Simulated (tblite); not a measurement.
Compound: C6H11BClF.
Atom-mapped SMILES: `[CH3:1]/[C:2](=[CH:3]\[C@H:4]([CH3:5])[BH:6][F:7])[CH2:8][Cl:9]` (hydrogens: H10, H11, H12 on C1; H13 on C3; H14 on C4; H15, H16, H17 on C5; H18 on B6; H19, H20 on C8)

Computed with GFN2-xTB (tblite), gas phase: L-BFGS steps from a force-field or distance-geometry start until the largest atomic force falls under 0.01 eV/Å.

Step 54: E = -789.0757 eV
```
atom  x, y, z in Å  |  force x, y, z in eV/Å
C1      1.1185    0.9417    1.4399   -0.003   0.025   0.016
C2      1.1739    0.0084    0.2673   -0.013  -0.032   0.015
C3      0.0922   -0.4719   -0.3452   -0.024  -0.014  -0.013
C4     -1.3404   -0.1888    0.0291   -0.009  -0.009  -0.015
C5     -2.2460   -1.3392   -0.4235    0.012   0.008   0.020
B6     -1.6151    1.1756   -0.7360    0.005   0.014  -0.003
F7     -1.4202    2.3243   -0.1236   -0.019  -0.019   0.002
C8      2.5352   -0.3613   -0.2209    0.015   0.000  -0.008
Cl9     3.1285    0.9071   -1.3607    0.014   0.002   0.020
H10     0.7289    0.4313    2.3205   -0.001  -0.041   0.008
H11     0.4716    1.7888    1.2361   -0.040   0.028  -0.022
H12     2.1082    1.3218    1.6720    0.047   0.002   0.022
H13     0.2119   -1.1142   -1.2068    0.026  -0.008  -0.008
H14    -1.4041   -0.0812    1.1160   -0.009   0.021  -0.038
H15    -1.9385   -2.2780    0.0344   -0.014   0.030   0.017
H16    -3.2770   -1.1338   -0.1423    0.030  -0.040  -0.012
H17    -2.2020   -1.4531   -1.5054   -0.019   0.004   0.053
H18    -1.9326    1.2292   -1.8635   -0.005   0.030  -0.027
H19     2.5405   -1.2959   -0.7800   -0.011   0.016  -0.015
H20     3.2617   -0.4001    0.5895    0.018  -0.015  -0.013
```

Step 55: E = -789.0763 eV
```
atom  x, y, z in Å  |  force x, y, z in eV/Å
C1      1.1186    0.9404    1.4392    0.002   0.033   0.026
C2      1.1745    0.0060    0.2675   -0.018  -0.014   0.009
C3      0.0922   -0.4732   -0.3449   -0.015  -0.014  -0.006
C4     -1.3402   -0.1892    0.0285   -0.025  -0.007  -0.022
C5     -2.2475   -1.3394   -0.4220    0.010   0.001   0.021
B6     -1.6135    1.1742   -0.7388   -0.011   0.004  -0.018
F7     -1.4127    2.3229   -0.1296   -0.013   0.003   0.015
C8      2.5364   -0.3607   -0.2206    0.015   0.012  -0.020
Cl9     3.1345    0.9184   -1.3490    0.003  -0.019   0.044
H10     0.7312    0.4307    2.3210   -0.006  -0.041   0.007
H11     0.4714    1.7872    1.2350   -0.045   0.020  -0.021
H12     2.1075    1.3228    1.6701    0.055  -0.002   0.021
H13     0.2108   -1.1147   -1.2068    0.029  -0.017  -0.016
H14    -1.4069   -0.0774    1.1149    0.004   0.012  -0.039
H15    -1.9401   -2.2776    0.0372   -0.015   0.029   0.020
H16    -3.2780   -1.1329   -0.1393    0.036  -0.039  -0.013
H17    -2.2063   -1.4570   -1.5038   -0.012   0.015   0.060
H18    -1.9390    1.2281   -1.8640   -0.001   0.024  -0.030
H19     2.5414   -1.2895   -0.7890   -0.008   0.010  -0.016
H20     3.2608   -0.4083    0.5914    0.016  -0.010  -0.023
```

Step 56: E = -789.0772 eV
```
atom  x, y, z in Å  |  force x, y, z in eV/Å
C1      1.1189    0.9389    1.4386    0.007   0.032   0.029
C2      1.1753    0.0021    0.2682   -0.021   0.021   0.000
C3      0.0920   -0.4754   -0.3447    0.007  -0.011   0.005
C4     -1.3403   -0.1896    0.0268   -0.033   0.004  -0.029
C5     -2.2493   -1.3397   -0.4194    0.005  -0.009   0.022
B6     -1.6118    1.1725   -0.7432   -0.033  -0.008  -0.041
F7     -1.4035    2.3210   -0.1378   -0.006   0.030   0.030
C8      2.5386   -0.3598   -0.2207    0.000   0.020  -0.023
Cl9     3.1433    0.9342   -1.3311   -0.009  -0.039   0.066
H10     0.7344    0.4289    2.3220   -0.008  -0.028  -0.001
H11     0.4702    1.7850    1.2329   -0.035  -0.001  -0.011
H12     2.1077    1.3240    1.6680    0.043  -0.010   0.015
H13     0.2098   -1.1158   -1.2072    0.031  -0.026  -0.021
H14    -1.4115   -0.0713    1.1121    0.023   0.000  -0.031
H15    -1.9426   -2.2765    0.0419   -0.007   0.014   0.030
H16    -3.2786   -1.1318   -0.1347    0.022  -0.031  -0.007
H17    -2.2131   -1.4630   -1.5005    0.002   0.028   0.050
H18    -1.9481    1.2273   -1.8654    0.006   0.017  -0.031
H19     2.5434   -1.2800   -0.8025   -0.005   0.002  -0.016
H20     3.2600   -0.4202    0.5935    0.011  -0.005  -0.034
```

Problem. Estimate the geometry and energy of step 57. (The exact step hangs on the optimiser's Hessian estimate; all steps are aligned on step 56, rigid shifts and turns removed.)

Solution. E = -789.0780 eV, largest force 0.076 eV/Å
```
atom  x, y, z in Å  |  force x, y, z in eV/Å
C1      1.1192    0.9380    1.4387    0.011   0.018   0.020
C2      1.1760   -0.0009    0.2688   -0.018   0.046  -0.007
C3      0.0922   -0.4774   -0.3447    0.024  -0.004   0.009
C4     -1.3405   -0.1896    0.0246   -0.023   0.015  -0.031
C5     -2.2506   -1.3399   -0.4168   -0.001  -0.015   0.020
B6     -1.6114    1.1715   -0.7474   -0.043  -0.012  -0.051
F7     -1.3985    2.3195   -0.1432   -0.003   0.041   0.032
C8      2.5408   -0.3590   -0.2211   -0.023   0.015  -0.012
Cl9     3.1499    0.9453   -1.3163   -0.012  -0.035   0.066
H10     0.7368    0.4266    2.3228   -0.008  -0.009  -0.013
H11     0.4687    1.7831    1.2310   -0.016  -0.023   0.005
H12     2.1086    1.3241    1.6671    0.018  -0.015   0.008
H13     0.2099   -1.1170   -1.2080    0.029  -0.026  -0.015
H14    -1.4149   -0.0656    1.1088    0.036  -0.008  -0.020
H15    -1.9447   -2.2753    0.0466    0.006  -0.004   0.038
H16    -3.2786   -1.1313   -0.1309   -0.005  -0.020   0.004
H17    -2.2189   -1.4674   -1.4969    0.016   0.030   0.026
H18    -1.9548    1.2274   -1.8675    0.011   0.013  -0.030
H19     2.5456   -1.2726   -0.8128   -0.005  -0.005  -0.014
H20     3.2602   -0.4289    0.5944    0.006  -0.004  -0.037
```

The energy changes by -0.0008 eV. The first-order estimate −F·Δx gives -0.0011 eV and the mean of the old and new forces, exact on a quadratic surface, -0.0008 eV. The step makes an angle of 79° with the force vector and moves no atom by more than 0.020 Å.

What follows is the cost of the whole relaxation. On one thread of an Arm Neoverse N1, shared host with 64 logical CPUs at a one-minute load of 60, this took 1.5 s wall.
